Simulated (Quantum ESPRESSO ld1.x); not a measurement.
All-electron atom: the lead ion Pb70+ in [Ne] 3s2 (the NIST ground configuration). Method: Dirac Kohn-Sham, PBE, spin-unpolarised, spherical densities, point nucleus; computed with ld1.x of Quantum ESPRESSO 7.5.

Unscreened Slater integrals over Kohn-Sham orbitals (hartree). Large and small components are both included. Empty in this configuration: 3p1/2.

\begin{tabular}{lr}
integral & value \\ \hline
F0(3s1/2,3s1/2) & 5.6241 \\
F0(3s1/2,2p3/2) & 7.3216 \\
G1(3s1/2,2p3/2) & 0.76656 \\
F0(3s1/2,2p1/2) & 7.5265 \\
G1(3s1/2,2p1/2) & 0.78730 \\
F0(3s1/2,2s1/2) & 7.2737 \\
G0(3s1/2,2s1/2) & 0.71062 \\
F0(3s1/2,3p1/2) & 5.8079 \\
G1(3s1/2,3p1/2) & 3.5480 \\
F0(2p3/2,2p3/2) & 14.532 \\
F2(2p3/2,2p3/2) & 6.9207 \\
F0(2p3/2,2p1/2) & 15.562 \\
G2(2p3/2,2p1/2) & 6.6722 \\
F0(2p3/2,2s1/2) & 14.008 \\
G1(2p3/2,2s1/2) & 7.9296 \\
F0(2p3/2,3p1/2) & 7.8577 \\
G2(2p3/2,3p1/2) & 0.87750 \\
F0(2p1/2,2p1/2) & 16.933 \\
F0(2p1/2,2s1/2) & 14.939 \\
G1(2p1/2,2s1/2) & 7.5992 \\
F0(2p1/2,3p1/2) & 8.1281 \\
G0(2p1/2,3p1/2) & 0.96686 \\
F0(2s1/2,2s1/2) & 13.753 \\
F0(2s1/2,3p1/2) & 7.7542 \\
G1(2s1/2,3p1/2) & 0.68415 \\
F0(3p1/2,3p1/2) & 6.0429 \\
\end{tabular}
